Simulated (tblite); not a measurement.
Species: C6H16N2Si.
SMILES with atom numbers: `[CH2:1]=[CH:2][N:3]([NH:4][CH3:5])[Si:6]([CH3:7])([CH3:8])[CH3:9]` (hydrogens: H10, H11 on C1; H12 on C2; H13 on N4; H14, H15, H16 on C5; H17, H18, H19 on C7; H20, H21, H22 on C8; H23, H24, H25 on C9)

Structure optimised with GFN2-xTB, isolated species.

Question: List the bond lengths, angles and torsions at this level.

Answer: 
```
                   bond  length (Å)   order
                  C1=C2       1.330  double
                  C2–N3       1.375  single
                  N3–N4       1.413  single
                  N4–C5       1.454  single
                 N3–Si6       1.754  single
                 Si6–C7       1.897  single
         Si6–C8, Si6–C9       1.910  single
                 C1–H10       1.077  single
                 C1–H11       1.074  single
                 C2–H12       1.080  single
                 N4–H13       1.019  single
 C5–H14, C5–H15, C5–H16       1.091  single
C7–H17 and 8 like bonds       1.085  single
```

Bonds in one row agree within 0.01 Å and their mean is given. Orders are formal, as drawn. A selection of angles:
```
    angle  degrees
 C1–C2–N3    127.9
 C2–N3–N4    119.5
C2–N3–Si6    123.6
N4–N3–Si6    116.9
 N3–N4–C5    112.6
N3–Si6–C7    106.9
N3–Si6–C8    109.2
C7–Si6–C8    111.5
C8–Si6–C9    109.0
H13–N4–N3    108.4
H13–N4–C5    110.1
```

Torsions: C1–C2–N3–N4 -3° (synperiplanar); C2–N3–N4–C5 -79° (synclinal); C2–N3–Si6–C7 178° (antiperiplanar). The mirror-image conformer, all signs reversed, is as good.

The 2 C–N bonds span 1.375 Å (C2–N3, drawn single) to 1.454 Å (N4–C5, drawn single), a spread of 0.079 Å. Si6 (four-coordinate silicon) is tetrahedral (angles from 106.9° to 111.5°). N3 (hydrazine nitrogen) is planar (angles 123.6°, 119.5° and 116.9°, sum 360.0°, 0.02 Å off the plane of its three neighbours). N4 (hydrazine nitrogen) is pyramidal (angles 112.6°, 110.1° and 108.4°, sum 331.0°, 0.40 Å off the plane of its three neighbours). Of the pairs four or more bonds apart, C1···H13 is among the closest relative to their van der Waals radii: 2.64 Å, 91 % of the sum of Bondi's values.

Point group: C1 (no symmetry element, even within 0.4 Å). GFN2-xTB frequencies show an imaginary mode (20i cm⁻¹), so the point is no minimum at that level.

The numbers are calculated, not measured.
